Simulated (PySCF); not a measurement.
**Sb⁺ (antimony, charge +1) across methods**

[Kr] 4d10 5s2 5p2, high-spin 3P determinant. Calculation: PySCF 2.14, in aug-cc-pVTZ-PP with ECP28MDF; a scalar-relativistic core potential.

```
 method  E (hartree)  mean ε 5s α (eV)  mean ε 5s β (eV)  mean ε 5p α (eV)  Σ⟨r²⟩ (bohr²)   ⟨S²⟩
  HSE06    -239.8885           -22.388           -20.456           -13.252          45.50  2.003
 PBEsol    -239.6210           -21.314           -19.889           -12.564          45.40  2.002
    LDA    -239.5027           -21.507           -20.305           -12.621          45.43  2.001
    UHF   -238.96234           -26.708           -22.295           -16.391          46.09  2.010
    PBE    -239.8779           -21.244           -19.847           -12.554          45.50  2.002
wB97M-V    -239.8526           -25.352           -23.072           -15.730          45.58  2.003
 r2SCAN    -239.9730           -21.802           -19.917           -12.935          45.29  2.004
   PBE0    -239.8907           -22.833           -20.757           -13.683          45.45  2.003
```

Q: Estimate the same row for M06-L.

A: E (hartree) = -240.0469; mean ε 5s α (eV) = -21.238; mean ε 5s β (eV) = -19.739; mean ε 5p α (eV) = -12.410; Σ⟨r²⟩ (bohr²) = 45.35; ⟨S²⟩ = 2.002.

Energies and moments cover only the electrons outside the core potential.
